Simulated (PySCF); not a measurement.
## Bonding in `C[SiH2]/C=C(/CF)[SiH2]P`

Compound: C4H12FPSi2.
Atom-mapped SMILES: `[CH3:1][SiH2:2]/[CH:3]=[C:4](/[CH2:5][F:6])[SiH2:7][PH2:8]` (hydrogens: H9, H10, H11 on C1; H12, H13 on Si2; H14 on C3; H15, H16 on C5; H17, H18 on Si7; H19, H20 on P8)

Structure used (GFN2-xTB), in Å, numbered top down from 1:
```
atom  x, y, z in Å
C1    -3.2383    0.7234   -0.7144
Si2   -1.6263    0.7857    0.2819
C3    -0.6101   -0.7310   -0.1729
C4     0.6683   -0.9572    0.1252
C5     1.3740   -2.2035   -0.3245
F6     0.5872   -3.0270   -1.0915
Si7    1.8010    0.2167    1.0783
P8     2.8506    1.4746   -0.4521
H9    -3.8197   -0.1610   -0.4696
H10   -3.0467    0.7046   -1.7837
H11   -3.8592    1.5896   -0.5080
H12   -0.8911    2.0198   -0.0440
H13   -1.9240    0.7762    1.7219
H14   -1.1273   -1.4936   -0.7486
H15    1.6980   -2.7958    0.5398
H16    2.2509   -1.9497   -0.9335
H17    2.8470   -0.5652    1.7541
H18    1.0346    0.9583    2.0825
H19    3.2914    2.4274    0.4498
H20    1.7346    2.2185   -0.7934
```

Bond orders from the PBE0/pcSseg-1 density (PySCF). One conformer (not necessarily the lowest) at the GFN2-xTB geometry, without solvent, vibrations or thermal averaging.

(1) How far do the computed orders between heavy atoms stray from the drawn ones?

(2) Set the Mayer orders of the bonds beside their lengths.

## Answers

(1) The largest departure is 0.160, at C4–Si7 (drawn single, 0.840). Drawn single, order below 0.88: C4–Si7 (0.840).

(2) 
| bond | drawn as | length (Å) | Mayer order |
| --- | --- | --- | --- |
| C1–Si2 | single | 1.896 | 0.965 |
| Si2–C3 | single | 1.881 | 0.882 |
| C3–C4 | double | 1.332 | 1.915 |
| C4–C5 | single | 1.501 | 1.012 |
| C5–F6 | single | 1.373 | 0.904 |
| C4–Si7 | single | 1.889 | 0.840 |
| Si7–P8 | single | 2.242 | 1.028 |
| C1–H9 | single | 1.086 | 0.958 |
| C1–H10 | single | 1.087 | 0.958 |
| C1–H11 | single | 1.086 | 0.961 |
| Si2–H12 | single | 1.473 | 0.925 |
| Si2–H13 | single | 1.471 | 0.943 |
| C3–H14 | single | 1.087 | 0.923 |
| C5–H15 | single | 1.097 | 0.938 |
| C5–H16 | single | 1.097 | 0.936 |
| Si7–H17 | single | 1.470 | 0.943 |
| Si7–H18 | single | 1.465 | 0.918 |
| P8–H19 | single | 1.384 | 0.931 |
| P8–H20 | single | 1.384 | 0.924 |

By pair of heavy elements: C–Si: lowest C4–Si7 (0.840, 1.889 Å), highest C1–Si2 (0.965, 1.896 Å); in 2 of the 3 pairs the longer bond (by over 0.003 Å) has the higher order (by 0.02 or more). C–C: lowest C4–C5 (1.012, 1.501 Å), highest C3–C4 (1.915, 1.332 Å).

Q: Sum the orders of all bonds at each heavy atom with more than one neighbour and set the sums beside the valence in the SMILES.

A: C1 3.842 (drawn 4), Si2 3.715 (drawn 4), C3 3.720 (drawn 4), C4 3.767 (drawn 4), C5 3.790 (drawn 4), Si7 3.729 (drawn 4), P8 2.883 (drawn 3). Orders between atoms that aren't bonded are not in these sums.

Mayer orders depend on the basis set.

The run behind these numbers computed NMR shieldings as well. Hardware: Arm Neoverse N1, one thread, on a shared host. Cost: 1.7 min of wall time (with the writing of density and orbital grids), 1.1 GiB resident at most.
